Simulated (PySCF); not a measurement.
Labels have come off several samples. The candidates:

A. `N#CC1=CC=C(/C=C/Cl)C=C1`
B. `C=C[C@@]1(OC)C[C@H]1C(=O)F`
C. 4-fluoropyridine (Fc1ccncc1)
D. `[H]/N=C/C=N\[C@H]1C=CC=CC1`

Spectrum 1. $^{1}$H NMR (400 MHz, computed): δ 6.07 (m, 1H), 6.00 (m, 1H), 5.88 (m, 1H), 3.42 (s, 3H), 2.34 (m, 1H), 1.75 (m, 1H), 1.39 (m, 1H). $^{13}$C{$^{1}$H} NMR (computed): δ 172.1 (C), 140.9 (CH), 125.5 (CH2), 74.4 (C), 56.5 (CH3), 32.4 (CH), 27.4 (CH2).

Spectrum 2. $^{1}$H NMR (400 MHz, computed): δ 12.65 (br s, 1H), 8.58 (d, 1H), 8.27 (d, 1H), 6.37 (m, 1H), 6.18 (m, 1H), 6.18 (m, 1H), 5.99 (m, 1H), 5.92 (m, 1H), 2.62 (m, 1H), 2.42 (m, 1H). $^{13}$C{$^{1}$H} NMR (computed): δ 164.2 (CH), 159.0 (CH), 143.9 (CH), 133.5 (CH), 131.3 (CH), 128.8 (CH), 65.0 (CH), 31.5 (CH2).

Spectrum 3. $^{1}$H NMR (400 MHz, computed): δ 8.96 (dd, J = 9.1, 6.4 Hz, 2H), 7.18 (dd, J = 9.1, 6.4 Hz, 2H). $^{13}$C{$^{1}$H} NMR (computed): δ 179.6 (C, d, J = 329.6 Hz), 158.0 (CH, d, J = 3.2 Hz), 116.6 (CH, d, J = 10.3 Hz).

Spectrum 4. $^{1}$H NMR (400 MHz, computed): δ 7.91 (d, 2H), 7.63 (d, 2H), 7.23 (d, 1H), 6.86 (d, 1H). $^{13}$C{$^{1}$H} NMR (computed): δ 142.7 (C), 140.5 (CH), 139.8 (CH), 136.9 (CH), 131.3 (CH), 124.3 (C), 116.6 (C).

Theoretical values (PySCF): NMR shieldings at PBE0/pcSseg-1/GIAO, J couplings at B3LYP/pcJ-1 (spin–dipole term left out of most H,H and C,H couplings), GFN2-xTB geometry. Non-relativistic, rapidly exchanging positions averaged, one computed conformer, in vacuum.

Shifts are taken against calculated references (same method and geometry level): TMS for $^{1}$H (σref 31.72), $^{13}$C (σref 186.93). Multiplet labels drop J under 1 Hz and among equivalent protons, and merge close values. Unscaled 3J(H,H) run several per cent high. Splittings of carbon signals by F and P are missing where no couplings were computed. Where no couplings were computed, multiplicities follow the n + 1 count of equivalent neighbours, and m marks all less simple cases (inequivalent or close neighbours, rings, F or P nearby). One-bond C–F couplings are unscaled and too large by tens of Hz. Shifts are as computed. Against solution values, carbons near 30 ppm lie about +3 ppm off and those near 130 ppm about +5 ppm; carbons on Cl a further +6 ppm. Of 1211 compounds with measured shifts, 218 miss one by over three times the rms of a fit or turn the order of signals round; such compounds aren't used in these exercises. Carbons bonded to Cl come out too deshielded. OH and NH positions are gas-phase values without hydrogen bonding to other molecules.

Problem. Which spectrum belongs to which compound?

Solution. 1–B, 2–D, 3–C, 4–A.

- Spectrum 1 (B): 7 $^{13}$C signals; δC 140.9 is an alkene CH; δC 125.5 is a terminal =CH2 carbon.
- Spectrum 2 (D): 8 $^{13}$C signals; δC 143.9 is an alkene CH; δC 133.5 is an alkene CH.
- Spectrum 3 (C): 3 $^{13}$C signals; δC 179.6 is an aromatic carbon bearing fluorine; δC 158.0 is an aromatic CH next to a ring nitrogen.
- Spectrum 4 (A): 7 $^{13}$C signals; δC 139.8 is an alkene CH; δC 136.9 is an alkene CH.
